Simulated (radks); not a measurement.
Mn4+, configuration [Ar] 3d3.

Method: Dirac Kohn-Sham, PBE, spin-unpolarised, spherical densities, point nucleus; open shells are shared between the two j in proportion to 2j + 1; computed with a radial shooting solver on a logarithmic mesh with Libxc functionals.

Energy parts (hartree):
| part | energy |
|---|---|
| total | -1154.37271 |
| kinetic | 1169.33257 |
| electron-nucleus | -2713.05961 |
| Hartree | 439.67252 |
| exchange-correlation | -50.31820 |

Orbitals (lengths in bohr, moments of r in powers of bohr):
1s1/2: occ. 2; eigenvalue (hartree) -238.4047; <r^4> 0.00006402; small-component weight 8.07e-03
2s1/2: occ. 2; eigenvalue (hartree) -29.54323; <r^4> 0.01485; small-component weight 1.46e-03
2p1/2: occ. 2; eigenvalue (hartree) -25.61609; <r^4> 0.01119; small-component weight 1.44e-03
2p3/2: occ. 4; eigenvalue (hartree) -25.23300; <r^4> 0.01164; small-component weight 1.43e-03
3s1/2: occ. 2; eigenvalue (hartree) -5.23623; <r^4> 1.007; small-component weight 3.29e-04
3p1/2: occ. 2; eigenvalue (hartree) -4.09909; <r^4> 1.291; small-component weight 2.96e-04
3p3/2: occ. 4; eigenvalue (hartree) -4.04905; <r^4> 1.336; small-component weight 2.92e-04
3d3/2: occ. 1.2; eigenvalue (hartree) -2.23503; <r^4> 2.725; small-component weight 2.12e-04
3d5/2: occ. 1.8; eigenvalue (hartree) -2.22916; <r^4> 2.751; small-component weight 2.11e-04

The highest occupied level is 3d5/2 at -60.658 eV. The density falls to 0.001 e/bohr^3 at r = 2.53 bohr.
